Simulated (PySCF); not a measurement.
Zn(F)(OSiH3) (FH3OSiZn), SMILES [F][Zn][O][SiH3].

The structure is a stationary point at r2SCAN-D4/def2-SVP. The structure was generated by enumeration; whether it is a known compound was not checked. Other conformers were not sampled.

Two levels are set side by side: TDDFT-PBE/def2-SVPD (PySCF) and TDDFT-LC-ωPBE/def2-SVPD (PySCF). Vertical, same geometry. The lowest singlet is HOMO→LUMO 100 % with PBE and HOMO→LUMO 81 % with the other functional; states are paired by order. Differences are taken from unrounded values.

| quantity | TDDFT-LC-ωPBE | TDDFT-PBE | TDDFT-PBE minus TDDFT-LC-ωPBE |
|---|---|---|---|
| lowest singlet excitation (eV) | 6.40 | 4.63 | -1.77 |
| lowest triplet excitation (TDA) (eV) | 6.02 | 4.41 | -1.61 |

A lower first singlet is the usual sign of a functional without exact exchange. Differences between two approximate levels are no errors against the true value.

Rough cost on one machine, each run with all the roots and properties that it gave: TDDFT-LC-ωPBE against TDDFT-PBE about 5 times.
